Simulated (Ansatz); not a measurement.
Method: CAM-B3LYP-D3(BJ)/def2-TZVP in Ansatz (a first-principles code). No frequencies were computed at this level.

Ansatz 0.2 input:
```yaml
crystal:
  periodic: [false, false, false]
  atoms:
    - { symbol: N, position_ang: [-0.883959, -0.205023, -0.126024] }
    - { symbol: Si, position_ang: [0.793613, 0.101235, -0.368883] }
    - { symbol: H, position_ang: [-1.563284, 0.415498, -0.535444] }
    - { symbol: H, position_ang: [-1.199951, -0.492993, 0.79081] }
    - { symbol: H, position_ang: [1.505792, -1.118533, -0.021874] }
    - { symbol: H, position_ang: [1.34779, 1.299816, 0.261414] }
basis:
  gaussian: { orbitals: def2-tzvp }
hamiltonian:
  xc: cam_b3lyp
  dispersion: d3bj
relax:
  max_steps: 150
magnetization:
  spin_polarized: true
  initial_magnetization: 1
```

Output:

```
Functional definition: CAM-B3LYP
592 factors; their error is unknown
215 factors; integrals over basis functions are off by at most 8.0e-7 eV
mean field evaluation 1: about -9426.9162 eV, gradient 3.8e1 eV
mean field evaluation 2: about -9423.5533 eV, gradient 4.6e1 eV
mean field evaluation 4: about -9432.1537 eV, gradient 5.0e-1 eV
mean field evaluation 8: about -9432.1799 eV, gradient 1.5e-1 eV
mean field evaluation 16: about -9432.1800 eV, gradient 2.3e-5 eV
mean field -9432.18004842 eV, -346.6262234182 hartree, gradient 2.3e-5 eV, S^2 0.751795; 0 other end points of the search recorded, 0 dependent functions left out
reference -9432.18015393 eV, -346.6262272955 hartree; 13, 12 occupied and 79, 80 virtual orbitals, 592 factors
relax step   1: F+E_penalty+E_count = -9432.24393271 eV  Δ(F+E_penalty+E_count) = +0.000e0 eV  max|allowed force component| = 6.908e-1 eV/Å  Δτ_max = 0.0000 Å  (28 SCF iters, accepted)
these checks for a lower state are left out or cut short: starts, cluster_reference, orbital_swaps, neighbouring_geometries, increment
592 factors; their error is unknown
215 factors; integrals over basis functions are off by at most 7.9e-7 eV
mean field -9432.22549474 eV, -346.6278935395 hartree, gradient 1.7e-5 eV, S^2 0.751859; 0 other end points of the search recorded, 0 dependent functions left out
reference -9432.22559959 eV, -346.6278973927 hartree; 13, 12 occupied and 79, 80 virtual orbitals, 592 factors
relax step   2: F+E_penalty+E_count = -9432.28938177 eV  Δ(F+E_penalty+E_count) = -4.545e-2 eV  max|allowed force component| = 2.975e-1 eV/Å  Δτ_max = 0.0767 Å  (32 SCF iters, accepted)
these checks for a lower state are left out or cut short: starts, cluster_reference, orbital_swaps, neighbouring_geometries, increment
592 factors; their error is unknown
215 factors; integrals over basis functions are off by at most 8.6e-7 eV
mean field -9432.24420127 eV, -346.6285809919 hartree, gradient 2.6e-5 eV, S^2 0.752149; 0 other end points of the search recorded, 0 dependent functions left out
reference -9432.24430473 eV, -346.6285847940 hartree; 13, 12 occupied and 79, 80 virtual orbitals, 592 factors
relax step   3: F+E_penalty+E_count = -9432.30805966 eV  Δ(F+E_penalty+E_count) = -1.868e-2 eV  max|allowed force component| = 7.821e-1 eV/Å  Δτ_max = 0.1417 Å  (31 SCF iters, accepted)
these checks for a lower state are left out or cut short: starts, cluster_reference, orbital_swaps, neighbouring_geometries, increment
592 factors; their error is unknown
215 factors; integrals over basis functions are off by at most 9.6e-7 eV
mean field evaluation 32: about -9431.9562 eV, gradient 7.1e0 eV
mean field -9432.29409726 eV, -346.6304146358 hartree, gradient 1.2e-5 eV, S^2 0.752737; 0 other end points of the search recorded, 0 dependent functions left out
reference -9432.29420019 eV, -346.6304184182 hartree; 13, 12 occupied and 79, 80 virtual orbitals, 592 factors
relax step   4: F+E_penalty+E_count = -9432.35806618 eV  Δ(F+E_penalty+E_count) = -5.001e-2 eV  max|allowed force component| = 2.588e-1 eV/Å  Δτ_max = 0.2000 Å  (36 SCF iters, accepted)
these checks for a lower state are left out or cut short: starts, cluster_reference, orbital_swaps, neighbouring_geometries, increment
592 factors; their error is unknown
215 factors; integrals over basis functions are off by at most 1.2e-6 eV
mean field -9432.26829513 eV, -346.6294664249 hartree, gradient 8.3e-6 eV, S^2 0.752704; 0 other end points of the search recorded, 0 dependent functions left out
reference -9432.26839763 eV, -346.6294701917 hartree; 13, 12 occupied and 79, 80 virtual orbitals, 592 factors
relax step   5: F+E_penalty+E_count = -9432.33199997 eV  Δ(F+E_penalty+E_count) = +2.607e-2 eV  max|allowed force component| = 7.598e-1 eV/Å  Δτ_max = 0.2000 Å  (36 SCF iters, rejected (line search))
these checks for a lower state are left out or cut short: starts, cluster_reference, orbital_swaps, neighbouring_geometries, increment
592 factors; their error is unknown
215 factors; integrals over basis functions are off by at most 9.7e-7 eV
mean field -9432.31972572 eV, -346.6313564641 hartree, gradient 1.2e-5 eV, S^2 0.752907; 0 other end points of the search recorded, 0 dependent functions left out
reference -9432.31982822 eV, -346.6313602310 hartree; 13, 12 occupied and 79, 80 virtual orbitals, 592 factors
relax step   6: F+E_penalty+E_count = -9432.38362395 eV  Δ(F+E_penalty+E_count) = -2.556e-2 eV  max|allowed force component| = 2.345e-1 eV/Å  Δτ_max = 0.1000 Å  (31 SCF iters, accepted)
these checks for a lower state are left out or cut short: starts, cluster_reference, orbital_swaps, neighbouring_geometries, increment
592 factors; their error is unknown
215 factors; integrals over basis functions are off by at most 1.1e-6 eV
mean field -9432.33458277 eV, -346.6319024508 hartree, gradient 1.2e-5 eV, S^2 0.753000; 0 other end points of the search recorded, 0 dependent functions left out
reference -9432.33468541 eV, -346.6319062227 hartree; 13, 12 occupied and 79, 80 virtual orbitals, 592 factors
relax step   7: F+E_penalty+E_count = -9432.39847475 eV  Δ(F+E_penalty+E_count) = -1.485e-2 eV  max|allowed force component| = 1.430e-1 eV/Å  Δτ_max = 0.1000 Å  (30 SCF iters, accepted)
these checks for a lower state are left out or cut short: starts, cluster_reference, orbital_swaps, neighbouring_geometries, increment
592 factors; their error is unknown
215 factors; integrals over basis functions are off by at most 1.2e-6 eV
mean field evaluation 64: about -9432.3435 eV, gradient 2.3e-1 eV
mean field -9432.34428593 eV, -346.6322590354 hartree, gradient 1.4e-5 eV, S^2 0.753124; 0 other end points of the search recorded, 0 dependent functions left out
reference -9432.34438920 eV, -346.6322628306 hartree; 13, 12 occupied and 79, 80 virtual orbitals, 592 factors
relax step   8: F+E_penalty+E_count = -9432.40823337 eV  Δ(F+E_penalty+E_count) = -9.759e-3 eV  max|allowed force component| = 7.966e-2 eV/Å  Δτ_max = 0.1500 Å  (29 SCF iters, accepted)
these checks for a lower state are left out or cut short: starts, cluster_reference, orbital_swaps, neighbouring_geometries, increment
592 factors; their error is unknown
215 factors; integrals over basis functions are off by at most 1.2e-6 eV
mean field -9432.34341929 eV, -346.6322271869 hartree, gradient 9.8e-6 eV, S^2 0.753026; 0 other end points of the search recorded, 0 dependent functions left out
reference -9432.34352250 eV, -346.6322309799 hartree; 13, 12 occupied and 79, 80 virtual orbitals, 592 factors
relax step   9: F+E_penalty+E_count = -9432.40727591 eV  Δ(F+E_penalty+E_count) = +9.575e-4 eV  max|allowed force component| = 1.521e-1 eV/Å  Δτ_max = 0.0248 Å  (32 SCF iters, rejected (line search))
these checks for a lower state are left out or cut short: starts, cluster_reference, orbital_swaps, neighbouring_geometries, increment
592 factors; their error is unknown
215 factors; integrals over basis functions are off by at most 1.2e-6 eV
mean field -9432.34504864 eV, -346.6322870645 hartree, gradient 1.1e-5 eV, S^2 0.753106; 0 other end points of the search recorded, 0 dependent functions left out
reference -9432.34515190 eV, -346.6322908593 hartree; 13, 12 occupied and 79, 80 virtual orbitals, 592 factors
relax step  10: F+E_penalty+E_count = -9432.40897298 eV  Δ(F+E_penalty+E_count) = -7.396e-4 eV  max|allowed force component| = 3.289e-2 eV/Å  Δτ_max = 0.0124 Å  (33 SCF iters, accepted)
these checks for a lower state are left out or cut short: starts, cluster_reference, orbital_swaps, neighbouring_geometries, increment
592 factors; their error is unknown
215 factors; integrals over basis functions are off by at most 1.2e-6 eV
mean field -9432.34526664 eV, -346.6322950758 hartree, gradient 1.1e-5 eV, S^2 0.753094; 0 other end points of the search recorded, 0 dependent functions left out
reference -9432.34536989 eV, -346.6322988700 hartree; 13, 12 occupied and 79, 80 virtual orbitals, 592 factors
relax step  11: F+E_penalty+E_count = -9432.40917368 eV  Δ(F+E_penalty+E_count) = -2.007e-4 eV  max|allowed force component| = 3.786e-3 eV/Å  Δτ_max = 0.0102 Å  (33 SCF iters, accepted)
592 factors; their error is unknown
215 factors; integrals over basis functions are off by at most 1.2e-6 eV
mean field evaluation 96: about -9432.3197 eV, gradient 2.1e-1 eV
mean field -9432.34526664 eV, -346.6322950758 hartree, gradient 3.0e-5 eV, S^2 0.753094; 1 other end points of the search recorded, 0 dependent functions left out
reference -9432.34536989 eV, -346.6322988700 hartree; 13, 12 occupied and 79, 80 virtual orbitals, 592 factors
Total energy: -9432.40927692 eV, -346.6346474102 hartree
Atom 0 at    -0.843938    -0.057530     0.090777 Å, force     0.000474    -0.001891     0.003786 eV/Å
Atom 1 at     0.799288    -0.016368    -0.415247 Å, force    -0.000373    -0.002324    -0.003260 eV/Å
Atom 2 at    -1.480510     0.687108    -0.141488 Å, force    -0.000152    -0.000334    -0.002080 eV/Å
Atom 3 at    -1.326924    -0.932059     0.216062 Å, force    -0.003629     0.002278    -0.000496 eV/Å
Atom 4 at     1.534478    -1.030090     0.386273 Å, force     0.003187     0.002018    -0.000186 eV/Å
Atom 5 at     1.317606     1.348939    -0.136377 Å, force     0.000493     0.000253     0.002237 eV/Å
Dipole moment:    -0.324910    -0.037676    -0.033970 e Å
```

Cost: roughly 50 core-seconds.
